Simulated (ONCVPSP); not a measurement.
# potassium (K): one change to an ONCV potential, before and after

```json
{"Element": "potassium (K)", "Generator": "ONCVPSP 4.0.1", "Type": "optimised norm-conserving Vanderbilt (ONCV)", "Functional": "PBE", "Relativity": "fully relativistic", "Frozen core": "[Ne]", "Valence charge": "9", "Reference configuration": "3s2 3p6 4s1", "Partial waves": "3s+4s: rc 2.25 bohr, ncon 5, nbas 8, qcut 7 1/bohr, 2 projectors; 3p: rc 1.50 bohr, ncon 4, nbas 7, qcut 5.1 1/bohr, 3 projectors, debl 0.8 Ha; d scattering state at 0.26 Ha: rc 2.30 bohr, ncon 4, nbas 7, qcut 4.1 1/bohr, 1 projector; f scattering state at 0.36 Ha: rc 2.40 bohr, ncon 4, nbas 7, qcut 4.3 1/bohr, 1 projector", "Local potential": "polynomial inside 0.95 bohr (lpopt 5, dvloc0 -1 Ha)", "Core correction": "none"}
```

Open shells are filled in proportion to 2j + 1.

Change: reference 3s2 3p6 4p1; waves 3s: rc 2.25 bohr, ncon 5, nbas 8, qcut 7 1/bohr, 2 projectors, debl 1.9 Ha; 3p+4p: rc 1.50 bohr, ncon 4, nbas 7, qcut 5.1 1/bohr, 3 projectors, debl 0.8 Ha.

Cutoffs: the cutoffs (Ha) at which the residual kinetic energy of the hardest occupied pseudo-wave falls to 1 and 0.1 mHa per electron; they do not see the model core or the augmentation charge, which bear on the density cutoff. Errors are all-electron minus pseudo energies relative to the spin-unpolarised reference configuration.

What does the change do?

The potential gets neither clearly harder nor softer (14 Ha and 17 Ha → 14 Ha and 17 Ha); neither file shows a bound ghost.

| quantity | base | changed |
| --- | --- | --- |
| cutoff, loose | 14 Ha | 14 Ha |
| cutoff, tight | 17 Ha | 17 Ha |
| loose cutoff by channel | s 14 Ha, p 11 Ha | s 14 Ha, p 11 Ha |
| bound ghosts | none | none |
| GHOST(+) flags under 300 eV | f7/2 at 27.0 eV, f5/2 at 30.0 eV, d3/2 at 66.9 eV, d5/2 at 69.8 eV | f7/2 at 28.5 eV, f5/2 at 31.5 eV, d3/2 at 66.0 eV, s at 154.2 eV |
| largest error over its own tests, meV | -56 | -55 |
| s: phases at 2.29 bohr within 0.05 rad from the reference energy up to (Ha; the scan ends near 5) | 4.0 | 4.2 |
| p3/2: phases at 1.52 bohr within 0.05 rad from the reference energy up to (Ha; the scan ends near 5) | to the end of the scan | to the end of the scan |
| p1/2: phases at 1.52 bohr within 0.05 rad from the reference energy up to (Ha; the scan ends near 5) | to the end of the scan | to the end of the scan |
| d5/2: phases at 2.34 bohr within 0.05 rad from the reference energy up to (Ha; the scan ends near 5) | 0.9 | 0.9 |
| d3/2: phases at 2.34 bohr within 0.05 rad from the reference energy up to (Ha; the scan ends near 5) | 0.8 | 0.8 |
| f7/2: phases at 2.44 bohr within 0.05 rad from the reference energy up to (Ha; the scan ends near 5) | 1.0 | 1.0 |
| f5/2: phases at 2.44 bohr within 0.05 rad from the reference energy up to (Ha; the scan ends near 5) | 1.1 | 1.1 |

Base: These tests converged, but a pseudo level misses the all-electron one widely, so the file describes the atom poorly there or has found another state: 3s2 3p6 4s0 4p1: empty 4s by 3.2 eV. Changed file: These tests converged, but a pseudo level misses the all-electron one widely, so the file describes the atom poorly there or has found another state: 3s2 3p6 4s1 4p0: empty 4p by 3.0 eV; 3s1 3p6 4s1 4p0: empty 4p by 4.6 eV.
